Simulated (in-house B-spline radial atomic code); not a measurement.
**HSE06 excitations of the nickel ion Ni²⁴⁺**

Method: HSE06. Computed with an all-electron radial atomic-structure program (B-spline basis): linear response of the closed shell [He] 2s2 with the functional's adiabatic kernel; non-relativistic, point nucleus, no spin-orbit coupling, no double excitations, S, P, D and F terms only.

Command:
```bash
python run_td.py task.json out
```
Settings (radii: box in bohr, nucleus in fm):
```
Z                        28
electrons                4
configuration            [He] 2s2
hamiltonian              nr
method                   hse06
box_radius               4.86
intervals                48
```

Run time, properties included: 0.1 s on 1 thread of Intel(R) Xeon(R) 6975P-C (Granite Rapids), on a shared host.

The lowest states, in the order of their Tamm-Dancoff energies; the method's threshold (minus the highest occupied level) is 2232.66 eV. Labels give the largest channel, * marks a mixed state, and oscillator strengths are full-response dipole values. Semilocal kernels can invert the small singlet-triplet splittings of Rydberg terms. Energies in eV:

```tsv
state	full response	Tamm-Dancoff	oscillator strength
2s → 2p 3P	34.26	39.62	-
2s → 2p 1P	78.87	82.11	0.115
2s → 3s 3S	1273.13	1273.14	-
2s → 3s 1S	1283.04	1283.08	-
2s → 3p 3P	?	?	-
2s → 3p 1P	1295.43	1295.43	0.744
2s → 3d 3D	1302.33	1302.40	-
2s → 3d 1D	1311.60	1311.60	-
2s → 4s 3S	1706.04	1706.04	-
2s → 4s 1S	1709.10	1709.11	-
2s → 4p 3P	1713.96	1713.96	-
2s → 4p 1P	1715.07	1715.07	0.184
2s → 4d 3D	1718.80	1718.82	-
2s → 4d 1D	1721.61	1721.61	-
2s → 4f 3F	?	?	-
2s → 4f 1F	1724.55	1724.55	-
```

(1) Where does 2s → 3p 3P lie?

(2) Where does 2s → 4f 3F lie?

(3) How large is the singlet-triplet splitting of 2s → 2p (P terms) in Tamm-Dancoff?

(4) What polarisabilities and dispersion coefficient does the method give?

## Answers

(1) At 1292.03 eV in full response, 1292.04 eV in Tamm-Dancoff.

(2) At 1723.97 eV in full response, 1723.97 eV in Tamm-Dancoff.

(3) 42.5 eV, from the unrounded values.

(4) Dipole 0.01422 bohr³, quadrupole 9.637e-05 bohr⁵, C6 0.0004739 hartree·bohr⁶ for two such species.
